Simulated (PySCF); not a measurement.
# Relaxation of singlet CSe₂

Computed with B3LYP/[C def2-TZVP, Se def2-TZVP], no relativity, density fitting, PySCF. A (50,194) grid was used.

A hand-made linear start, of D∞h symmetry, held to at least that symmetry:

Coordinates in bohr (charge 0 multiplicity 1):
```
C     0.0000    0.0000    0.0000
Se    0.0000    0.0000    3.2881
Se    0.0000    0.0000   -3.2881
```

Problem. What forces act on the atoms at the start (eV/Å)?

Solution. 
```
atom    Fx    Fy     Fz
  C1  0.00  0.00   0.00
 Se2  0.00  0.00  -1.60
 Se3  0.00  0.00   1.60
```

Problem. What does it relax to?

Solution. It ends at D∞h with C–Se 1.697 Å (×2); Se–C–Se 180.0°. A frequency run shows a minimum. Other isomers or separated fragments may lie lower.

Problem. How much energy is released, and in how many steps?

Solution. 6.9 kJ/mol in 3 steps.
